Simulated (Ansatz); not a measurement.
```xyz
16

H    -1.4663    0.5332   -0.9657
H    -1.3196    0.8198   -1.6511
H    -1.9197   -0.3526    1.1531
H    -1.7731   -0.0661    0.4677
H     0.2706    1.8139   -0.0585
H     0.4173    2.1005   -0.7439
H    -0.1829    0.9280    2.0603
H    -0.0362    1.2146    1.3749
H     0.0362   -1.2146   -1.3749
H     0.1829   -0.9280   -2.0603
H    -0.4173   -2.1005    0.7439
H    -0.2706   -1.8139    0.0585
H     1.7731    0.0661   -0.4677
H     1.9197    0.3526   -1.1531
H     1.3196   -0.8198    1.6511
H     1.4663   -0.5332    0.9657
```

Basis set: def2-SVP (spherical functions). All electrons are correlated. Charge 0, multiplicity 1.

Computed with Ansatz (development build ahead of 0.2.0); each method stands on the lowest determinant of its kind that the runs found. Restricted open shells among the atoms or ions are ROHF, correlated in semicanonical orbitals with singles.

The atomization energy at this shape (free ground-state atoms in the same class of orbitals less the molecule, no zero-point energy) of singlet H₁₆:

```
method  atomization energy
   RHF       2564.3 kJ/mol
```

Problem. What does RHF-MP2 give?

Solution. 3156.3 kJ/mol.
